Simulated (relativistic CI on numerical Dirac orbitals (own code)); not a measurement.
Line list: Electric-dipole lines, Bi³²⁺

Method of calculation: Dirac-Coulomb-Breit CI, separate exchange-only KLI orbitals for each configuration, model QED (radiative potential, 1s self-energy scaled to tabulated hydrogen-like ionisation energies), unscaled Slater integrals (own radial code, finite nucleus).

Configuration list (outside the closed core [Ar] 3d10 4p6 4d10): 4s2 4f5, 4s2 4f4 5s, 4s2 4f4 5p, 4s2 4f3 5s2, 4s2 4f3 5s 5p, 4s2 4f3 5p2, 4s 4f6, 4s2 4f4 6s. Levels of other configurations are missing.

```
λ vac (Å)                   Lower                    Upper   A (s⁻¹)  E lower (eV)  E upper (eV)
   63.368     4s2 4f5 6H°_9/2 [5]  4s2 4f4 5s 6I_7/2 [199]  1.62e+05         6.552       202.210
   65.504    4s2 4f5 4I°_9/2 [15]  4s2 4f4 5s 6I_7/2 [199]  2.86e+05        12.933       202.210
   66.811    4s2 4f5 4G°_9/2 [26]  4s2 4f4 5s 6I_7/2 [199]  5.24e+05        16.635       202.210
   67.344   4s2 4f5 4I°_11/2 [39]  4s2 4f4 5s 6I_9/2 [200]  1.20e+04        19.539       203.645
   68.682   4s2 4f5 4I°_11/2 [59]  4s2 4f4 5s 6I_9/2 [200]  1.07e+04        23.127       203.645
   68.725    4s2 4f5 6P°_7/2 [51]  4s2 4f4 5s 6I_7/2 [199]  1.17e+04        21.803       202.210
   69.211   4s2 4f5 4G°_11/2 [66]  4s2 4f4 5s 6I_9/2 [200]  2.75e+04        24.504       203.645
   69.611    4s2 4f5 4G°_7/2 [64]  4s2 4f4 5s 6I_7/2 [199]  5.42e+04        24.101       202.210
   69.650    4s2 4f5 4F°_9/2 [65]  4s2 4f4 5s 6I_7/2 [199]  1.16e+05        24.200       202.210
   69.890    4s2 4f5 4F°_7/2 [68]  4s2 4f4 5s 6I_7/2 [199]  2.23e+04        24.811       202.210
   70.222    4s2 4f5 4G°_9/2 [80]  4s2 4f4 5s 6I_9/2 [200]  2.65e+04        27.083       203.645
   71.226   4s2 4f5 2H°_11/2 [93]  4s2 4f4 5s 6I_9/2 [200]  9.33e+04        29.573       203.645
   71.254    4s2 4f5 2H°_9/2 [87]  4s2 4f4 5s 6I_7/2 [199]  3.24e+04        28.207       202.210
   71.356   4s2 4f5 4H°_11/2 [96]  4s2 4f4 5s 6I_9/2 [200]  3.95e+05        29.891       203.645
   72.055   4s2 4f5 2H°_9/2 [100]  4s2 4f4 5s 6I_7/2 [199]  2.27e+04        30.140       202.210
   72.634  4s2 4f5 4H°_11/2 [115]  4s2 4f4 5s 6I_9/2 [200]  8.36e+04        32.949       203.645
   73.125  4s2 4f5 2I°_11/2 [122]  4s2 4f4 5s 6I_9/2 [200]  2.79e+04        34.093       203.645
   73.863  4s2 4f5 2H°_11/2 [132]  4s2 4f4 5s 6I_9/2 [200]  1.36e+05        35.788       203.645
   74.411   4s2 4f5 2F°_5/2 [131]  4s2 4f4 5s 6I_7/2 [199]  3.30e+04        35.590       202.210
   76.147  4s2 4f5 4G°_11/2 [156]  4s2 4f4 5s 6I_9/2 [200]  2.93e+04        40.822       203.645
```

Terms are leading LS components. Brackets give the number of a level in order of energy, since labels repeat. The list gives strong lines, with weight on those to low levels, without lines whose two gauges differ by over a factor of 2.5, among the lowest 200 of 2907 levels, so that lines to higher ones, which can be the strongest, are missing. Levels whose partners in the same complex of configurations lie outside the list can be far off, and so can their lines. Rates are taken at the computed energies, electric ones in the length gauge.

At this charge energies of transitions that change n are usually good to better than 1 %, and those within a shell (Δn = 0) to a few per cent. Terms inside the open d or f shell come out 10 to 20 % too wide with unscaled integrals.

LS names give the leading component of a level, which can be under half, so a name can repeat, a term be missing and a line seem to break the LS rules.
